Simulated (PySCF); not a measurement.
## How methods differ on the interval between two levels of Ru

Ru [Kr] 4d7 5s1 [5F5, M_J = 5] → Ru [Kr] 4d7 5p1 [5G6, M_J = 6], as a difference of total energies. All numbers are calculated (PySCF 2.14, the two-component X2C-1e Hamiltonian, in x2c-TZVPall-2c with one added diffuse shell each of s, p, d type (9s10p8d1f, 86 functions)). Correlated levels: [Ar] 3d10 frozen; the 6 highest virtual spinors dropped. "Screened" scales the spin-orbit matrix elements by Boettger's factors to mimic the two-electron term; Breit and QED terms are absent.

```csv
method,interval between two levels (cm⁻¹)
GHF (spin-free),24440
GMP2 (spin-free),28689
GHF (screened spin-orbit),24709
GMP2 (screened spin-orbit),28776
```

The spin-free rows relax to the high-spin LS determinant and lack the spin-orbit shift.

Errors of the correlated levels include the incompleteness of this basis and the frozen core.

The labels give the starting determinants; with spin-orbit coupling the two ends relaxed to ⟨J²⟩ = 30.01, ⟨L²⟩ = 12.09, ⟨S²⟩ = 5.98 and ⟨J²⟩ = 42.02, ⟨L²⟩ = 19.66, ⟨S²⟩ = 6.31.

For comparison: 28572 cm⁻¹ (measured; NIST Handbook of Basic Atomic Spectroscopic Data (Sansonetti and Martin, J. Phys. Chem. Ref. Data 34, 1559 (2005))).
